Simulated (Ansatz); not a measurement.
A calculation with Ansatz (development build ahead of 0.2.0).

```yaml
crystal:
  periodic: [false, false, false]
  atoms:
    - { symbol: C, position_ang: [0.0, 0.0, -1.39028] }
    - { symbol: Br, position_ang: [0.0, 0.0, 0.38485] }
    - { symbol: H, position_ang: [0.0, -0.9563, -1.70935] }
    - { symbol: H, position_ang: [-0.82818, 0.47815, -1.70935] }
    - { symbol: H, position_ang: [0.82818, 0.47815, -1.70935] }
basis:
  gaussian: { orbitals: def2-TZVP }
hamiltonian:
  xc: hf
correlation:
  method: mp2
  frozen_orbitals: { Br: 9, C: 1, H: 0 }
```

The input is written out in the form of the current development build from the run's settings.

The run gave:

| Property | Result |
| --- | --- |
| Converged | yes |
| Reference energy | -2612.02152 hartree |
| Correlation energy | -0.45053 hartree |
| Total energy | -2612.47204 hartree |
| Spin squared of the determinant | 0.000 |
